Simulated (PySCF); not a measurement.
PySCF input for Al(Me)(Cl) (CH3AlCl), SMILES [Al+]([Cl])[CH3], charge +1, TDA-ωB97X/def2-SVPD. Coordinates come from a B3LYP-D3(BJ)/def2-TZVP optimisation. The multiplicity is an assumed one; other spin states were not compared. The isomer is the one that the SMILES or the coordinates give; other isomers of the formula were not compared.

```python
import numpy as np
from pyscf import gto, scf, dft, tdscf

mol = gto.M(
    atom='''
    Al    0.00000000    0.00000000   -0.41086876
    C    -0.00000000   -0.00000000   -2.32178141
    H    -0.89330734   -0.51575123   -2.68000867
    H     0.89330735   -0.51575124   -2.68000867
    H     0.00000001    1.03150248   -2.68000866
    Cl   -0.00000000   -0.00000000    1.60658873
    ''',
    basis='def2-SVPD',
    charge=1,
    spin=0,
    symmetry=True,
    max_memory=1600,
    verbose=4,
)
mf = dft.RKS(mol, xc='wb97x').density_fit(auxbasis='def2-universal-jkfit')
mf.grids.level = 3
mf.conv_tol = 1e-9
mf.max_cycle = 100
mf.kernel()
mf.grids = dft.Grids(mol).set(level=1).build(with_non0tab=True)  # coarser grid for the response kernel
td = tdscf.TDA(mf)
td.singlet = True
td.nstates = 10
td.conv_tol = 1e-4
td.kernel(x0=td.get_init_guess(mf, 15))
td.analyze()
tt = tdscf.TDA(mf)
tt.singlet = False
tt.nstates = 4
tt.conv_tol = 1e-4
tt.kernel(x0=tt.get_init_guess(mf, 9))
tt.analyze(verbose=3)
```

Output:

```
PySCF version 2.14.0

[INPUT] verbose = 4
[INPUT] num. atoms = 6
[INPUT] num. electrons = 38
[INPUT] charge = 1
[INPUT] spin (= nelec alpha-beta = 2S) = 0
[INPUT] symmetry True subgroup None
[INPUT] Mole.unit = angstrom
[INPUT] Symbol           X                Y                Z      unit          X                Y                Z       unit  Magmom
[INPUT]  1 Al     0.000000000000   0.000000000000  -0.410868760000 AA    0.000000000000   0.000000000000  -0.776429429540 Bohr   0.0
[INPUT]  2 C      0.000000000000   0.000000000000  -2.321781410000 AA    0.000000000000   0.000000000000  -4.387530986007 Bohr   0.0
[INPUT]  3 H     -0.893307340000  -0.515751230000  -2.680008670000 AA   -1.688106217664  -0.974628573108  -5.064482397760 Bohr   0.0
[INPUT]  4 H      0.893307350000  -0.515751240000  -2.680008670000 AA    1.688106236561  -0.974628592005  -5.064482397760 Bohr   0.0
[INPUT]  5 H      0.000000010000   1.031502480000  -2.680008660000 AA    0.000000018897   1.949257184010  -5.064482378863 Bohr   0.0
[INPUT]  6 Cl     0.000000000000   0.000000000000   1.606588730000 AA    0.000000000000   0.000000000000   3.036012694513 Bohr   0.0

nuclear repulsion = 117.320896964756
point group symmetry = C3v, use subgroup Cs
symmetry origin: [9.69090316e-10 4.84545162e-10 3.39181601e-09]
symmetry axis x: [ 8.66025402e-01 -5.00000003e-01  3.88095229e-10]
symmetry axis y: [-5.44888353e-10 -1.67583853e-10  1.00000000e+00]
symmetry axis z: [-5.00000003e-01 -8.66025402e-01 -4.17576052e-10]
num. orbitals of irrep A' = 64
num. orbitals of irrep A" = 31
number of shells = 41
number of NR pGTOs = 147
number of NR cGTOs = 95
basis = def2-SVPD
ecp = {}


[settings echo left out]
init E= -742.412978700249
HOMO (A') = -0.391650585167081  LUMO (A') = -0.0893929457680493  gap/eV = 8.22485
cycle= 1 E= -742.005379335615  delta_E= 0.408  |g|= 0.34  |ddm|= 2.76
HOMO (A') = -0.637741833966605  LUMO (A') = -0.243789998533569  gap/eV = 10.71998
cycle= 2 E= -742.044918647147  delta_E= -0.0395  |g|= 0.207  |ddm|=  1.6
HOMO (A') = -0.666573570208427  LUMO (A') = -0.208714676630271  gap/eV = 12.45898
cycle= 3 E= -742.05736222224  delta_E= -0.0124  |g|= 0.0308  |ddm|= 0.524
HOMO (A') = -0.656680663429563  LUMO (A') = -0.198481923639174  gap/eV = 12.46822
cycle= 4 E= -742.057746040813  delta_E= -0.000384  |g|= 0.0083  |ddm|= 0.0843
HOMO (A') = -0.658696681605514  LUMO (A') = -0.198718258721099  gap/eV = 12.51665
cycle= 5 E= -742.057777183953  delta_E= -3.11e-05  |g|= 0.00197  |ddm|= 0.0204
HOMO (A') = -0.658905408949234  LUMO (A') = -0.198796500570224  gap/eV = 12.52020
cycle= 6 E= -742.057779573163  delta_E= -2.39e-06  |g|= 0.000816  |ddm|= 0.00714
HOMO (A') = -0.658928704162706  LUMO (A') = -0.198730891027179  gap/eV = 12.52262
cycle= 7 E= -742.057779856575  delta_E= -2.83e-07  |g|= 0.000229  |ddm|= 0.0015
HOMO (A') = -0.658973396304453  LUMO (A') = -0.198770115984431  gap/eV = 12.52277
cycle= 8 E= -742.057779887791  delta_E= -3.12e-08  |g|= 5.52e-05  |ddm|= 0.000758
HOMO (A') = -0.658981951815272  LUMO (A') = -0.198768605875035  gap/eV = 12.52304
cycle= 9 E= -742.057779889874  delta_E= -2.08e-09  |g|= 8.39e-06  |ddm|= 0.000158
HOMO (A') = -0.658983248672947  LUMO (A') = -0.198768796156806  gap/eV = 12.52307
cycle= 10 E= -742.05777988993  delta_E= -5.53e-11  |g|= 1.47e-06  |ddm|= 2.64e-05
HOMO (A') = -0.658983433540779  LUMO (A') = -0.198768798872226  gap/eV = 12.52308
Extra cycle  E= -742.057779889929  delta_E= 2.27e-13  |g|= 5.76e-07  |ddm|= 4.65e-06
converged SCF energy = -742.057779889929
tot grids = 25264


******** <class 'pyscf.tdscf.rks.TDA'> for <class 'pyscf.df.df_jk.DFSymAdaptedRKS'> ********
nstates = 10 singlet
deg_eia_thresh = 1.000e-03
wfnsym = None
conv_tol = 0.0001
eigh lindep = 1e-12
eigh level_shift = 0
eigh max_cycle = 100


Excitation energies (eV)
[6.98889059 6.98890237 7.49143547 7.56564046 7.56564854 7.62658295
 7.62663637 7.65725672 8.67555    8.92947814]

** Singlet excitation energies and oscillator strengths **
Excited State   1:  ???      6.98889 eV    177.40 nm  f=0.0176
      17 -> 21       -0.14776
      19 -> 20        0.68162
Excited State   2:  ???      6.98890 eV    177.40 nm  f=0.0176
      17 -> 22       -0.14773
      18 -> 20        0.68163
Excited State   3:  ???      7.49144 eV    165.50 nm  f=0.0000
      18 -> 21       -0.49384
      19 -> 22        0.49382
Excited State   4:  ???      7.56564 eV    163.88 nm  f=0.0002
      18 -> 22       -0.49348
      19 -> 21        0.49327
Excited State   5:  ???      7.56565 eV    163.88 nm  f=0.0002
      18 -> 21       -0.49348
      19 -> 22       -0.49369
Excited State   6:  ???      7.62658 eV    162.57 nm  f=0.0586
      17 -> 21        0.68162
      19 -> 20        0.14641
Excited State   7:  ???      7.62664 eV    162.57 nm  f=0.0586
      17 -> 22       -0.68193
      18 -> 20       -0.14639
Excited State   8:  ???      7.65726 eV    161.92 nm  f=0.2605
      17 -> 20        0.62066
      18 -> 22        0.19957
      19 -> 21        0.19959
Excited State   9:  ???      8.67555 eV    142.91 nm  f=0.4314
      14 -> 20       -0.36341
      17 -> 20       -0.23720
      18 -> 22        0.37050
      19 -> 21        0.37050
Excited State  10:  ???      8.92948 eV    138.85 nm  f=0.0221
      16 -> 20        0.69084

** Transition electric dipole moments (AU) **
state          X           Y           Z        Dip. S.      Osc.
  1         0.2777     -0.1603      0.0000      0.1028      0.0176
  2         0.1603      0.2777     -0.0000      0.1028      0.0176
  3         0.0000      0.0000      0.0000      0.0000      0.0000
  4        -0.0314      0.0181      0.0000      0.0013      0.0002
  5        -0.0181     -0.0314      0.0000      0.0013      0.0002
  6         0.4850     -0.2800     -0.0008      0.3136      0.0586
  7        -0.2800     -0.4849     -0.0000      0.3135      0.0586
  8         0.0003     -0.0001      1.1785      1.3888      0.2605
  9         0.0001     -0.0001     -1.4246      2.0296      0.4314
 10         0.2753     -0.1589      0.0003      0.1011      0.0221

** Transition velocity dipole moments (imaginary part, AU) **
state          X           Y           Z        Dip. S.      Osc.
  1         0.0812     -0.0469      0.0000      0.0088      0.0228
  2         0.0469      0.0813     -0.0000      0.0088      0.0229
  3         0.0000      0.0000      0.0000      0.0000      0.0000
  4        -0.0069      0.0040      0.0000      0.0001      0.0002
  5        -0.0040     -0.0069      0.0000      0.0001      0.0002
  6         0.0749     -0.0432     -0.0002      0.0075      0.0178
  7        -0.0432     -0.0748     -0.0000      0.0075      0.0178
  8         0.0000     -0.0000      0.3419      0.1169      0.2769
  9         0.0000     -0.0000     -0.3256      0.1060      0.2217
 10         0.1034     -0.0597      0.0001      0.0143      0.0290

** Transition magnetic dipole moments (imaginary part, AU) **
state          X           Y           Z
  1        -0.3086     -0.5345      0.0000
  2         0.5344     -0.3086      0.0000
  3        -0.0000      0.0000      0.0098
  4        -0.0356     -0.0617      0.0000
  5         0.0616     -0.0356      0.0000
  6         0.5064      0.8772     -0.0000
  7         0.8771     -0.5064      0.0000
  8         0.0004      0.0006     -0.0000
  9        -0.0000      0.0001     -0.0000
 10         0.1381      0.2393     -0.0001


******** <class 'pyscf.tdscf.rks.TDA'> for <class 'pyscf.df.df_jk.DFSymAdaptedRKS'> ********
nstates = 4 triplet
deg_eia_thresh = 1.000e-03
wfnsym = None
conv_tol = 0.0001
eigh lindep = 1e-12
eigh level_shift = 0
eigh max_cycle = 100


Excitation energies (eV)
[5.98277175 6.64848816 6.64850092 6.99106166]

** Triplet excitation energies and oscillator strengths **
Excited State   1:  ???      5.98277 eV    207.24 nm  f=0.0000
Excited State   2:  ???      6.64849 eV    186.48 nm  f=0.0000
Excited State   3:  ???      6.64850 eV    186.48 nm  f=0.0000
Excited State   4:  ???      6.99106 eV    177.35 nm  f=0.0000
```

Self-consistency was reached.

Cost: very roughly 70 core-seconds.
